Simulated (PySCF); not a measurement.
```xyz
4
charge 0 multiplicity 1, angstrom
Ho    0.0000    0.0000    0.0000
F     2.0056    0.0000    0.0000
F    -1.0028    1.7369    0.0000
F    -1.0028   -1.7369    0.0000
```

Level of theory: PBE0 in PySCF with Ho lcecp-1-TZVP with ECP56, F def2-TZVP; scalar-relativistic core potentials, no spin–orbit coupling; density-fitted integrals.

This geometry of HoF3 is a stationary point at this level.

Q: What is the point group?

A: D3h.

Q: Is it a minimum?

A: Yes: all harmonic wavenumbers are real, though the softest, 30 cm⁻¹, leaves little margin.

Q: What are the dipole moment and the gap between the highest occupied and lowest empty levels?

A: 0.00 D and 7.98 eV.

Q: Give the atomic charges and bond orders.

A: 
| atom | Mulliken | Löwdin | polar tensor | Mayer order to Ho1 |
| --- | --- | --- | --- | --- |
| Ho1 | 1.69 | 1.17 | 2.54 | – |
| F2,3,4 | -0.56 | -0.39 | -0.85 | 0.75 |

Q: Give the ideal-gas entropy at 298.15 K and 1 bar by parts.

A: translation 176.2, rotation 95.6, vibration 54.2, spin 0.0; total 326.1 J/(mol K).

Only a few start shapes were tried, so a lower isomer may exist. The 4f shell sits in the core potential, so its spin is not counted.
